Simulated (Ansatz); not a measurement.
Input and output for `B1COCO1`.

```yaml
crystal:
  periodic: [false, false, false]
  atoms:
    - {symbol: B, position_ang: [-1.131568, 0.257550, 0.436218]}
    - {symbol: C, position_ang: [-0.474071, -1.099628, -0.100832]}
    - {symbol: O, position_ang: [1.163947, -0.743715, -0.111478]}
    - {symbol: C, position_ang: [1.068198, 0.885104, -0.607478]}
    - {symbol: O, position_ang: [-0.222435, 1.332256, -0.101942]}
    - {symbol: H, position_ang: [-2.264879, -0.040637, 0.896082]}
    - {symbol: H, position_ang: [-0.173152, -2.080475, 0.824146]}
    - {symbol: H, position_ang: [-0.486227, -1.545585, -0.572110]}
    - {symbol: H, position_ang: [1.679187, 1.526254, -0.079151]}
    - {symbol: H, position_ang: [0.938959, 1.072917, -1.465645]}
basis:
  gaussian: {orbitals: x2c-TZVPPall}
total_charge: -1
magnetization: {spin_polarized: true, initial_magnetization: 1}
hamiltonian: {xc: {name: wB97X-V}}
```

```sh
$ ansatz run in.yaml --threads 2 --pin off --events-out ev --progress --plain --max-ram 4352MiB
```

Output, abridged:

```
Functional definition: wB97X-V
1127 factors; their error is unknown
283 factors; integrals over basis functions are off by at most 9.2e-6 eV
mean field evaluation 1: about -6911.7917 eV, gradient 2.8e1 eV
mean field evaluation 2: about -6913.4911 eV, gradient 2.2e1 eV
mean field evaluation 4: about -6915.7628 eV, gradient 2.0e0 eV
mean field evaluation 8: about -6915.8776 eV, gradient 1.9e-1 eV
mean field evaluation 16: about -6915.8784 eV, gradient 6.1e-3 eV
mean field -6915.87837463 eV, -254.1538425170 hartree, gradient 6.9e-5 eV, S^2 0.754495; 0 other end points of the search recorded, 0 dependent functions left out
reference -6915.87837396 eV, -254.1538424922 hartree; 20, 19 occupied and 205, 206 virtual orbitals, 1127 factors
Total energy: -6915.87837396 eV, -254.1538424922 hartree
Relativity: scalar
```

It took 14 s on 2 threads of an Intel Xeon Platinum 8488C on a shared host, with 0.84 GiB of host memory at the peak.
